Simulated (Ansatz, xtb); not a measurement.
# Two structures of CH3AuGe

We compare I, `[CH3][Ge][Au]`, a triplet, with II, a singlet given by its coordinates. Both are isolated molecules in the gas phase, relaxed with PBE0-D4/def2-TZVP.

I (Å):

```yaml
atoms:
  - { symbol: C, position_ang: [1.4216, -1.5633, 0.6652] }
  - { symbol: Au, position_ang: [-0.8008, 0.9851, 2.4812] }
  - { symbol: Ge, position_ang: [0.1322, -1.1433, 2.1126] }
  - { symbol: H, position_ang: [1.6916, -2.6180, 0.7376] }
  - { symbol: H, position_ang: [0.9562, -1.3732, -0.3025] }
  - { symbol: H, position_ang: [2.3156, -0.9508, 0.7878] }
```

II (Å):

```xyz
6

C    -0.2881    0.1215    0.3974
Au   -1.1593   -1.6684   -0.1937
Ge    0.6864   -0.0793   -1.3147
H    -0.4502    0.6734   -2.1516
H    -1.0911    0.8429    0.5515
H     0.2286   -0.1199    1.3280
```

Close contacts (Å): C1–Au2 2.08, C1–Ge3 1.98, Au2–Ge3 2.68, C1–H5 1.09, C1–H6 1.09, Ge3–H4 1.60.

Problem. Which of the two would you expect CCSD(T)/def2-TZVP electronic energies to favour?

Solution. Too close to call at this level: CCSD(T)/def2-TZVP gives E(II) − E(I) = +0.46 kcal/mol.

How the difference moves with the method:

| level | geometry | E(II) − E(I) (kcal/mol) | departure from the last row (kcal/mol) | job, with rough time for the two |
| --- | --- | --- | --- | --- |
| r2SCAN-D4/def2-SVP | GFN2-xTB | +3.57 | +3.12 | single point, 5.6 s |
| PBE0-D4/def2-TZVP | PBE0-D4/def2-TZVP | +5.29 | +4.84 | optimisation, 64 s |
| HF/def2-TZVP | PBE0-D4/def2-TZVP | +22.99 | +22.53 | part of the CCSD(T) run |
| MP2/def2-TZVP | PBE0-D4/def2-TZVP | −1.64 | −2.10 | part of the CCSD(T) run |
| CCSD(T)/def2-TZVP | PBE0-D4/def2-TZVP | +0.46 |  | single point, 4.6 min |

The largest departure from CCSD(T)/def2-TZVP is that of HF/def2-TZVP, 22.53 kcal/mol. At CCSD(T)/def2-TZVP a singlet with the links of I lies below this triplet.

With harmonic frequencies from PBE0-D4/def2-TZVP (ideal gas, rigid rotor, one conformer each, 298.15 K, 1 atm): the zero-point term adds −2.25 kcal/mol; ΔH is −2.21 and ΔG −0.19 kcal/mol.

The T1 diagnostic of structure II is large, so the coupled-cluster value is less sure. Open shells are spin-unrestricted. The correlated steps freeze 10 core orbitals; the filled d shell of Ge is correlated; the last core shell of Au is correlated, in a basis made for valence electrons. Atoms past krypton carry core potentials in the def2 sets and no spin–orbit term is included. ΔG holds the spin degeneracy. Mirror images aren't counted in ΔG. Codes used: Ansatz 0.2.0, xtb 6.7.1; the last row on 2 threads of Arm Neoverse V1 on a shared host.
